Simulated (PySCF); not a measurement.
Zn(Br)(NMe2) (C₂H₆BrNZn), SMILES C[N](C)[Zn][Br].

Coordinates come from a B3LYP-D3(BJ)/def2-SVP optimisation. The structure was generated by enumeration; whether it is a known compound was not checked. One conformer was computed; it need not be the lowest.

The numbers are results of B3LYP-D3(BJ)/def2-SVP (PySCF), not measurements.

Frequencies are harmonic and unscaled.

Computed vibrational spectrum:
| mode | ν (cm⁻¹) | IR (km/mol) | moving atoms (share of kinetic energy) |
|---|---|---|---|
| 1 | 58 | 2.6 | Zn 42 %, C 27 %, Br 17 %, H 14 % |
| 2 | 66 | 0.0 | H 38 %, Zn 25 %, C 16 %, N 12 %, Br 9 % |
| 3 | 91 | 11.5 | Zn 39 %, N 32 %, H 20 % |
| 4 | 227 | 6.0 | C 36 %, H 22 %, Zn 21 %, N 21 % |
| 5 | 230 | 0.2 | H 92 % |
| 6 | 242 | 3.0 | Br 45 %, C 31 %, H 15 % |
| 7 | 266 | 9.7 | H 67 %, N 26 % |
| 8 | 358 | 20.4 | Zn 37 %, C 26 %, H 23 %, Br 12 % |
| 9 | 576 | 24.2 | C 34 %, Zn 23 %, N 22 %, H 21 % |
| 10 | 1004 | 106.4 | C 41 %, H 35 %, N 24 % |
| 11 | 1088 | 2.2 | H 73 %, C 25 % |
| 12 | 1112 | 0.6 | H 80 %, C 19 % |
| 13 | 1152 | 1.5 | H 71 %, C 19 %, N 10 % |
| 14 | 1238 | 81.1 | N 57 %, C 32 %, H 10 % |
| 15 | 1286 | 25.1 | H 39 %, N 37 %, C 24 % |
| 16 | 1434 | 5.5 | H 87 %, C 12 % |
| 17 | 1444 | 2.1 | H 97 % |
| 18 | 1448 | 6.2 | H 96 % |
| 19 | 1462 | 32.3 | H 84 %, C 16 % |
| 20 | 1484 | 21.9 | H 96 % |
| 21 | 1501 | 2.2 | H 95 % |
| 22 | 2920 | 76.2 | H 96 % |
| 23 | 2928 | 207.6 | H 96 % |
| 24 | 2966 | 154.1 | H 92 %, C 8 % |
| 25 | 2974 | 3.4 | H 91 %, C 9 % |
| 26 | 3076 | 32.6 | H 91 %, C 9 % |
| 27 | 3076 | 23.2 | H 91 %, C 9 % |
